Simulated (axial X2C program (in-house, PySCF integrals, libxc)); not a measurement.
## Spectroscopic constants of TeF

Calculated with an in-house all-electron X2C program for linear molecules (integrals from PySCF). Spin-free means the one-electron spin-free X2C Hamiltonian; two-component (2c) means X2C with spin–orbit coupling and atomic mean-field two-electron Coulomb and Gaunt terms, so the difference of the two also holds small scalar two-electron terms. Basis: Te dyall-cv3z [11s12p8d4f1g], F dyall-av3z [7s6p3d2f] (cores contracted in-house); Gaussian nuclei, density fitting, unrestricted open shells. Masses: Te 129.906 u, F 18.998 u.

Input:
```json
{"zs": [52, 9], "q": 0, "bas": ["dyall-cv3z", "dyall-av3z"], "levels": ["PBE0", "HF", "PW91"], "cc": true, "r0": 2.0, "thr": -2.0, "nmax": 110, "npts": 10, "nst": 2, "ntry": 8}
```
```bash
python so2c.py task.json out
```

Keys: zs atomic numbers; q charge; bas basis sets; levels methods; cc coupled cluster on or off; r0 starting distance in Å; thr threshold in hartree for freezing inner shells (an s shell follows its p shell); nmax most natural virtual spinors; npts points on the curve; nst determinants followed; ntry starts of the search. HF also brings MP2.

State, spin-free: M_S = 1/2, Λ = 1 (beyond evenly filled blocks: π+α, π+β, π-α); electrons by block: σα: 13, σβ: 13, π+α: 7, π+β: 7, π-α: 7, π-β: 6, δ+α: 2, δ+β: 2, δ-α: 2, δ-β: 2. Fragments: Te + F.

State, 2c: Ω = 3/2 (⟨Sz⟩ = 0.51, ⟨Lz⟩ = 0.99 at PBE0); electrons by block: 1/2: 20, -1/2: 20, 3/2: 9, -3/2: 8, 5/2: 2, -5/2: 2. Fragments: Te + F.

```csv
Hamiltonian,level,Re (Å),ωe (cm⁻¹),De (eV),D0 (eV),μ (D)
spin-free,PBE0,1.905,630.3,3.50,3.46,-2.00
spin-free,HF,1.877,675.9,1.43,1.39,-2.22
spin-free,MP2,1.907,627.6,3.70,3.66,n/a
spin-free,PW91,1.934,591.6,4.01,3.97,-1.95
2c,PBE0,1.913,614.8,3.53,3.50,-2.12
2c,PW91,1.943,574.8,4.04,4.00,-2.09
```

Correlated methods: 23 electrons correlated (number of frozen shells: Te 4 s, 3 p, 1 d; F 1 s), 245 virtual spin orbitals or spinors in MP2.

Dipoles are positive if F is the positive end.

One determinant describes the state; a PBE0 search over occupations chose it and may have missed a lower one. Dissociation energies refer to the lowest single-determinant-based atoms at the same level and basis. Density functionals use the spin component along the axis (collinear). A 2c atom that is not at its ground J level misses part of its spin–orbit lowering, and De is too large by that part (0.04 eV or less for light atoms). This holds for PBE0, PW91. The functionals have no current-density term, which raises determinants with orbital currents, atoms included.

No reliable constants came from HF (2c), MP2 (2c): no minimum in range, unconverged points, a curve that is not smooth, a change of character along it, or the two Hamiltonians disagreeing along it.

Rough cost a point (2c) on 1 thread(s) of a shared host, integrals apart: PBE0 1.8 s, PW91 0.9 s.

The whole task took 11 min on 1 thread of Intel(R) Xeon(R) Processor @ 2.50GHz (Skylake/Cascade Lake) (shared host).
